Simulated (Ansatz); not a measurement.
## Pulling the pair apart

The pair of Cu⁺ (SMILES [Cu+], atom 1) and H2S (SMILES S, atoms 2–4), both closed shells, in one local arrangement (a lower one may exist), relaxed at PBE0-D4/def2-TZVP:

```xyz
4
angstrom
Cu -0.8310 -0.3047 -1.5897
S 0.2987 -0.4760 0.3133
H 1.0996 0.6002 0.1622
H -0.5674 0.1805 1.1141
```

H2S is shifted rigidly along the line between the mean atom positions of the two fragments (negative: closer). Counterpoise interaction energies in kJ/mol. Program: Ansatz 0.2.0. Basis: def2-TZVPPD. Cores are frozen in the correlated methods. The 3s and 3p shells of Cu and Zn are frozen; filled d shells are correlated.

```json
{"shift (Å)": "-0.22", "MP2": "-149.3", "r2SCAN-D4": "-211.2", "HF": "-45.7"}
{"shift (Å)": "-0.11", "MP2": "-167.0", "r2SCAN-D4": "-225.1", "HF": "-82.3"}
{"shift (Å)": "0.00", "MP2": "-171.6", "r2SCAN-D4": "-226.1", "HF": "-102.7"}
{"shift (Å)": "0.11", "MP2": "-168.3", "r2SCAN-D4": "-219.2", "HF": "-112.1"}
{"shift (Å)": "0.27", "MP2": "-156.1", "r2SCAN-D4": "-202.6", "HF": "-113.9"}
{"shift (Å)": "0.55", "MP2": "-125.3", "r2SCAN-D4": "-165.4", "HF": "-100.3"}
{"shift (Å)": "1.11", "MP2": "-72.9", "r2SCAN-D4": "-103.7", "HF": "-64.0"}
{"shift (Å)": "2.22", "MP2": "-25.5", "r2SCAN-D4": "-44.0", "HF": "-24.9"}
```

**Question.** What does CCSD(T) give at these shifts? (Judge from chemistry; the value comes from the calculation.)

**Answer.** The calculation gives: -128.0, -150.8, -159.5, -159.4, -150.6, -123.3, -72.8, -25.2 kJ/mol. For zero shift, CCSD(T) at an estimated basis limit (MP2 extrapolated from triple and quadruple zeta, plus CCSD(T) − MP2 in triple zeta) gives -179.0 kJ/mol. These are counterpoise interaction energies, counted from the two frozen fragments.

The T1 diagnostic stays at or below 0.022.

For scale, one of the runs: CCSD(T)/def2-TZVPPD, 152 basis functions, launched by `ansatz run in.yaml --threads 2 --pin off --events-out ev --progress --plain --max-ram 5222MiB`. The run took 8.5 s on 2 CPU threads of an Arm Neoverse V2 (shared host), with 0.67 GiB of host memory at its peak.
